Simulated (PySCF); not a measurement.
InF, SMILES [F][In] (connectivity only; charge and spin as stated), neutral, multiplicity 1.

The structure is a stationary point at B3LYP-D3(BJ)/def2-TZVP. The def2 effective core potentials stand for the cores of In; spin–orbit coupling is left out.

Computed with PySCF with IEF-PCM-ωB97X/def2-TZVPD.

The values are the electrostatic part of the solvation free energy, E(continuum) − E(gas) at the gas-phase geometry, in a cavity of scaled van der Waals radii (PySCF's table); cavitation and dispersion terms are not included. A continuum can't describe solvent molecules that bind to the metal. In vacuum the orbital gap is 9.82 eV. The dipole moment in vacuum is 3.41 D.

Estimate the values in water (ε = 78.36), diethylether (ε = 4.24), dichloromethane (ε = 8.93). (An estimate is asked for; the answer gives what the named calculation found.)


```tsv
solvent	ε	ΔG(elec) (kcal/mol)	dipole (D)	gap (eV)
water	78.36	-9.8	4.41	10.07
diethylether	4.24	-6.8	4.09	10.00
dichloromethane	8.93	-8.3	4.26	10.04
```
